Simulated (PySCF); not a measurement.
Zn(H)(SiH3) (H4SiZn), SMILES [SiH3][ZnH]. Heavy atoms are numbered as in [ZnH:1][SiH3:3]. Hydrogens are named by the atom that carries them.

Coordinates come from a B3LYP-D3(BJ)/def2-TZVP optimisation.

These are PBE0/pcSseg-2 in PySCF values and carry that method's errors.

GIAO shieldings, no solvent; atoms alike by connectivity are averaged. δ = σ(ref) − σ: ¹H against TMS (σ = 31.54 ppm); ²⁹Si against TMS (σ = 341.9 ppm), references at their B3LYP-D3(BJ)/def2-TZVP geometries, non-relativistic.

Computed chemical shifts:
| nucleus | atoms | count | δ (ppm) |
|---|---|---|---|
| ¹H | H on Zn1 | 1 | 5.29 |
| ¹H | H on Si3 | 3 | 3.09 |
| ²⁹Si | Si3 (SiH3) | 1 | -141.2 |
